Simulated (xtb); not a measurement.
TaOF₂, SMILES [O]=[Ta+]([F])[F], charge +1, multiplicity 1. All values are semi-empirical tight-binding results from xtb (GFN2-xTB unless named), good for trends rather than for accurate numbers. Geometry: GFN2-xTB. The multiplicity is an assumed one; other spin states were not compared. The isomer is the one that the SMILES or the coordinates give; other isomers of the formula were not compared.

Optimised geometry:

Bond lengths (Å): Ta1–O2 1.754, Ta1–F3 1.898, Ta1–F4 1.898. Bond angles (°): O2–Ta1–F3 103.9, O2–Ta1–F4 103.9, F3–Ta1–F4 98.2.
Charge +1, spin multiplicity 1.

For metal compounds this method's bond lengths and energies can be far off.

Question: Estimate the properties. (The exact figures need the calculation; the answer reports its results.)

Answer: 
| Item | Value |
|---|---|
| point group as xtb finds it | Cs |
| orbital gap | 2.09 eV |
| zero-point energy | 2.7 kcal/mol |
| G − E(el) at 298.15 K (modified RRHO) | -16.6 kcal/mol |

Question: Give the atomic charges and the Wiberg bond orders between heavy atoms. (An estimate is asked for; the answer gives what the named calculation found.)

Answer: charges (e) Ta1 1.59, O2 -0.23, F3 -0.18, F4 -0.18. Bond orders Ta1–O2 2.25, Ta1–F3 1.19, Ta1–F4 1.19.
